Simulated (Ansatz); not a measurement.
Ansatz (a program for electronic structure) input for ZrH3, SMILES [ZrH3] (connectivity only; charge and spin as stated), neutral, multiplicity 2, PBE-D3(BJ)/def2-TZVPD. 

Ansatz 0.2 input:
```yaml
crystal:
  periodic: [false, false, false]
  atoms:
    - {symbol: Zr, position_ang: [0.00000000, 0.00000000, 0.00000000]}
    - {symbol: H, position_ang: [1.86523055, 0.00000000, 0.00000000]}
    - {symbol: H, position_ang: [-0.93261527, 1.61533704, 0.00000000]}
    - {symbol: H, position_ang: [-0.93261528, -1.61533704, 0.00000000]}
basis:
  gaussian:
    orbitals: def2-TZVPD
hamiltonian:
  xc: pbe
  dispersion: d3bj
magnetization: {spin_polarized: true, initial_magnetization: 1}
relax: {f_tol: 0.002, max_steps: 200}
```

Program output:

```
WARN ansatz: RAYON_NUM_THREADS=1 ignored (pool sized by the plan → 1); use --threads N
Functional definition: PBE
integrals: 0.01 GiB planned
474 factors; their error is unknown
mean field: 0.17 GiB planned
mean field evaluation 1: about -1324.1277 eV, gradient 1.3e1 eV
mean field evaluation 2: about -1325.4280 eV, gradient 8.6e0 eV
mean field evaluation 4: about -1326.0788 eV, gradient 1.5e0 eV
mean field evaluation 8: about -1326.0894 eV, gradient 5.9e-2 eV
mean field evaluation 16: about -1326.0894 eV, gradient 1.7e-5 eV
mean field evaluation 32: about -1325.6034 eV, gradient 1.3e-6 eV
mean field -1326.08940481 eV, -48.7328867709 hartree, gradient 1.6e-5 eV, S^2 0.751702; 7 other end points of the search recorded, 0 dependent functions left out
the calculation of the forces begins
reference -1326.08946461 eV, -48.7328889686 hartree; 8, 7 occupied and 59, 60 virtual orbitals, 474 factors
relax step   1: F+E_penalty+E_count = -1326.12682811 eV  Δ(F+E_penalty+E_count) = +0.000e0 eV  max|allowed force component| = 1.495e-2 eV/Å  Δτ_max = 0.0000 Å  (180 SCF iters, accepted)
these checks for a lower state are left out or cut short: starts, cluster_reference, orbital_swaps, neighbouring_geometries, increment
integrals: 0.01 GiB planned
474 factors; their error is unknown
mean field: 0.17 GiB planned
mean field evaluation 64: about -1326.0894 eV, gradient 2.3e-4 eV
mean field -1326.08938489 eV, -48.7328860391 hartree, gradient 1.2e-5 eV, S^2 0.751688; 0 other end points of the search recorded, 0 dependent functions left out
the calculation of the forces begins
reference -1326.08944472 eV, -48.7328882378 hartree; 8, 7 occupied and 59, 60 virtual orbitals, 474 factors
relax step   2: F+E_penalty+E_count = -1326.12679726 eV  Δ(F+E_penalty+E_count) = +3.085e-5 eV  max|allowed force component| = 2.073e-2 eV/Å  Δτ_max = 0.0036 Å  (31 SCF iters, rejected (line search))
these checks for a lower state are left out or cut short: starts, cluster_reference, orbital_swaps, neighbouring_geometries, increment
integrals: 0.01 GiB planned
474 factors; their error is unknown
mean field: 0.17 GiB planned
mean field -1326.08944365 eV, -48.7328881984 hartree, gradient 1.4e-5 eV, S^2 0.751696; 0 other end points of the search recorded, 0 dependent functions left out
the calculation of the forces begins
reference -1326.08950346 eV, -48.7328903965 hartree; 8, 7 occupied and 59, 60 virtual orbitals, 474 factors
relax step   3: F+E_penalty+E_count = -1326.12686218 eV  Δ(F+E_penalty+E_count) = -3.407e-5 eV  max|allowed force component| = 8.246e-5 eV/Å  Δτ_max = 0.0015 Å  (25 SCF iters, accepted)
integrals: 0.01 GiB planned
474 factors; their error is unknown
mean field: 0.17 GiB planned
mean field evaluation 96: about -1325.5999 eV, gradient 8.1e-1 eV
mean field evaluation 128: about -1326.0089 eV, gradient 3.0e0 eV
mean field -1326.08944365 eV, -48.7328881984 hartree, gradient 1.4e-5 eV, S^2 0.751696; 8 other end points of the search recorded, 0 dependent functions left out
the calculation of the forces begins
reference -1326.08950346 eV, -48.7328903965 hartree; 8, 7 occupied and 59, 60 virtual orbitals, 474 factors
Total energy: -1326.12692200 eV, -48.7342655023 hartree
Atom 0 at    -0.000002    -0.000000     0.000000 Å, force     0.000032     0.000000    -0.000000 eV/Å
Atom 1 at     1.863703     0.000000    -0.000000 Å, force     0.000082     0.000000     0.000000 eV/Å
Atom 2 at    -0.931850     1.614017    -0.000000 Å, force    -0.000057     0.000070     0.000000 eV/Å
Atom 3 at    -0.931850    -1.614017    -0.000000 Å, force    -0.000057    -0.000070     0.000000 eV/Å
Dipole moment:    -0.000002     0.000000     0.000000 e Å
```

Self-consistency was reached.

Cost: about 22 core-seconds (a rough figure).
